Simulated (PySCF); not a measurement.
NMR data simulated for an unnamed compound:

1H NMR (400 MHz, computed): δ 7.25 (m, 1H), 5.95 (br s, 1H), 5.88 (m, 1H), 5.77 (br s, 1H), 4.39 (m, 1H), 4.21 (m, 1H), 4.17 (m, 1H), 4.09 (m, 1H), 3.70 (m, 1H), 2.27 (m, 1H), 2.04 (s, 3H), 1.49 (m, 1H).

13C{1H} NMR (computed): δ 159.4 (CH), 149.4 (C), 135.3 (CH2), 122.5 (CH), 27.9 (CH3), 17.4 (CH2).

Equivalent nuclei averaged, no solvent, non-relativistic Hamiltonian, one computed conformer. PBE0/pcSseg-1 with gauge-including orbitals; structure optimised with GFN2-xTB; PySCF 2.14.0 with density-fitted response routines.

Chemical shifts δ = σref − σ; TMS for 1H and 13C, all at this level.

Which of these does the molecule contain: a non-aromatic C=C double bond, a Si–H bond, a nitrile, a vinyl group CH=CH2, a C≡C triple bond?

## Answers


- A non-aromatic C=C double bond: yes.
- A Si–H bond: yes (δH 4.21 (m)).
- A nitrile: no.
- A vinyl group CH=CH2: no.
- A C≡C triple bond: no.

The data belong to `C=C(C)[Si@H]1[SiH2]C=CC[SiH2]1`, C$_{6}$H$_{14}$Si$_{3}$; they needn't prove each group on their own.

Carbon signals by region: 4 in the sp2 and nitrile region (100–160 ppm), 2 below 50 ppm.

Shifts are as computed. Against solution values, carbons near 30 ppm lie about +3 ppm off and those near 130 ppm about +5 ppm. Of 1309 compounds with measured shifts, 239 miss one by over three times the rms of a fit or turn the order of signals round; such compounds aren't used in these exercises. No couplings were computed; multiplicities are counted from neighbouring protons, with m where these are inequivalent, close in shift, in a saturated or five-membered ring or joined by F or P, and br s for small geminal =CH2 splittings.
